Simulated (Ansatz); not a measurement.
C2H7AlSSi, SMILES `C=[C]([AlH2])[SiH2]S`, relaxed with RKS PBE0-D4/def2-TZVP in the Gaussian-basis code of Ansatz from a PBE-D4/def2-SVP geometry. The force threshold is 0.005 eV/Å; the program also tests the step.

Total charge 0; spin multiplicity 1.

Start:

```xyz
12

C     0.216    0.241    2.028
C    -0.125    0.157    0.722
Al   -0.236    1.535   -0.745
Si   -0.367   -1.405   -0.253
S     0.213   -0.552   -2.257
H     0.338   -0.638    2.692
H     0.401    1.215    2.522
H     1.028    2.496   -0.982
H    -1.708    1.939   -1.244
H     0.480   -2.625    0.005
H    -1.791   -1.813   -0.506
H     1.551   -0.551   -1.982
```

```json
{"step": "1", "energy (eV)": "-27486.8810", "largest force (eV/Å)": "0.569", "largest move (Å)": "0.000"}
{"step": "2", "energy (eV)": "-27486.9322", "largest force (eV/Å)": "0.201", "largest move (Å)": "0.058"}
{"step": "3", "energy (eV)": "-27486.9326", "largest force (eV/Å)": "0.167", "largest move (Å)": "0.053"}
{"step": "4", "energy (eV)": "-27486.9358", "largest force (eV/Å)": "0.103", "largest move (Å)": "0.031"}
{"step": "5", "energy (eV)": "-27486.9364", "largest force (eV/Å)": "0.050", "largest move (Å)": "0.020"}
{"step": "6", "energy (eV)": "-27486.9368", "largest force (eV/Å)": "0.005", "largest move (Å)": "0.011"}
```

End:

```xyz
12

C     0.211    0.232    2.007
C    -0.126    0.157    0.718
Al   -0.230    1.514   -0.742
Si   -0.358   -1.383   -0.255
S     0.207   -0.545   -2.224
H     0.329   -0.639    2.653
H     0.395    1.185    2.502
H     1.023    2.462   -0.994
H    -1.689    1.918   -1.236
H     0.478   -2.583    0.014
H    -1.766   -1.790   -0.492
H     1.525   -0.530   -1.952
```

Hardware: 4 threads of a server CPU on a shared host. Wall time 23 s, peak host memory 0.69 GiB.
